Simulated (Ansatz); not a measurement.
Single points on the cluster Rb2F2.

```yaml
crystal:
  periodic: [false, false, false]
  atoms:
    - {symbol: Rb, position_ang: [0.716844, 1.752347, -0.120229]}
    - {symbol: Rb, position_ang: [-0.715843, -1.752802, 0.119566]}
    - {symbol: F, position_ang: [0.839008, -0.245388, 1.425857]}
    - {symbol: F, position_ang: [-0.840010, 0.245843, -1.425183]}
basis:
  gaussian: {orbitals: def2-TZVP, initial_orbitals: start.molden}
hamiltonian: {xc: {name: PBE-QIDH}}
scf: {omitted_lower_state_checks: [starts]}
```

The file start.molden holds the orbitals of an earlier run on this structure, at another level or in another basis.

```sh
$ ansatz run in.yaml --threads 4 --pin off --events-out ev --progress --plain --max-ram 3916MiB
```

Output, abridged:

```
Functional definition: PBE-QIDH
1094 factors; integrals over basis functions are off by at most 6.2e-4 eV
mean field evaluation 1: about -6735.2368 eV, gradient 1.3e1 eV
mean field evaluation 2: about -6735.4352 eV, gradient 4.1e-1 eV
mean field evaluation 4: about -6735.5040 eV, gradient 4.2e-3 eV
mean field evaluation 8: about -6735.5040 eV, gradient 2.1e-6 eV
mean field -6735.50400586 eV, -247.5252067267 hartree, gradient 2.3e-6 eV, S^2 0.000000; 0 other end points of the search recorded, 0 dependent functions left out
2 core orbitals not correlated: weight in the atoms' cores, before any rotation towards them, 1.000 or more for the frozen orbitals, at most 0.000 for the correlated occupied ones
reference -6735.50403034 eV, -247.5252076265 hartree; 16, 16 occupied and 110, 110 virtual orbitals, 1094 factors
second order -20.55969536 eV of doubles, -0.00000000 eV of singles
Total energy: -6742.35726213 eV, -247.7770592494 hartree
Checks for a lower state left out: starts
```

It took 1.7 s on 4 threads of Arm Neoverse V2 on a shared host.

As the first input, with `hamiltonian: {xc: r2scan, dispersion: d4}`, `output: {orbitals: {seedname: orbitals}}` (abridged; 1.8 s):

```
Functional definition: r2SCAN
mean field -6750.54045765 eV, -248.0777861378 hartree, gradient 4.3e-5 eV, S^2 0.000000
Total energy: -6750.55074753 eV, -248.0781642842 hartree
Checks for a lower state left out: starts
```

As the first input, with `hamiltonian: {xc: {name: LC-wPBE}}`, `output: {orbitals: {seedname: orbitals}}` (abridged; 1.1 s):

```
Functional definition: LC-wPBE
mean field -6750.71294630 eV, -248.0841249790 hartree, gradient 5.9e-6 eV, S^2 0.000000
Total energy: -6750.71294634 eV, -248.0841249804 hartree
Checks for a lower state left out: starts
```

Geometry: PBE0-D4/def2-TZVP.

In the def2 sets Rb takes a core potential; there is no spin–orbit coupling. LC-ωPBE has ω = 0.4 bohr⁻¹. Correlated methods freeze 2 core orbitals; core or outer-core shells of Rb are correlated, in sets that lack core-valence functions. The structure comes from a short search, and lower isomers may exist.
